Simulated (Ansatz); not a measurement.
Geometry optimisation, RKS PBE-D4/def2-SVP (Ansatz).

The input (input.yaml):

```yaml
crystal:
  periodic: [false, false, false]
  atoms:
    - { symbol: "N", position_ang: [-0.35649, 1.22303, -1.12244] }
    - { symbol: Si, position_ang: [0.54954, 0.27124, -0.00884] }
    - { symbol: C, position_ang: [0.05994, -1.50412, 0.2645] }
    - { symbol: C, position_ang: [-0.38177, -0.71959, 1.2546] }
    - { symbol: H, position_ang: [0.0321, 1.42319, -2.02974] }
    - { symbol: H, position_ang: [-0.87747, 2.01587, -0.78701] }
    - { symbol: H, position_ang: [1.91724, 0.70668, 0.23467] }
    - { symbol: H, position_ang: [0.00057, -2.55391, 0.03282] }
    - { symbol: H, position_ang: [-0.94367, -0.86238, 2.16144] }
basis:
  gaussian: { orbitals: def2-SVP }
hamiltonian:
  xc: pbe
  dispersion: d4
relax:
  f_tol: 0.015
  max_steps: 40
```

Command:

```bash
$ ansatz run input.yaml --threads 1 --pin off --max-ram 2048MiB --backend cpu --events-out ev --progress --plain --runs-dir out
```

**Question.** Where does it end, and by what steps?

**Answer.** The run converged. After 14 steps the energy has fallen by 0.194 eV; H6 moved furthest, 1.02 Å.

```tsv
step	energy less start (eV)	largest force component (eV/Å)	accepted
0	0.0000	1.228	yes
1	-0.0715	0.620	yes
2	-0.0856	0.119	yes
3	-0.0968	0.097	yes
4	-0.0643	1.181	no
5	-0.1078	0.129	yes
6	-0.1180	0.249	yes
7	-0.1248	0.853	yes
8	-0.1673	0.186	yes
9	-0.1737	0.371	yes
10	-0.1896	0.302	yes
11	-0.1938	0.094	yes
12	-0.1942	0.029	yes
13	-0.1943	0.018	yes
14	-0.1944	0.005	yes
```

```xyz
9
Properties=species:S:1:pos:R:3
N -0.188 1.251 -1.214
Si 0.558 0.194 -0.062
C -0.055 -1.483 0.288
C -0.271 -0.643 1.338
H 0.203 2.181 -1.372
H -1.199 1.235 -1.366
H 2.006 0.573 -0.025
H -0.295 -2.543 0.091
H -0.758 -0.765 2.322
```

Time of the run: 45 s on 1 thread of Intel(R) Xeon(R) Processor @ 2.70GHz (shared host), peak memory 0.14 GiB.
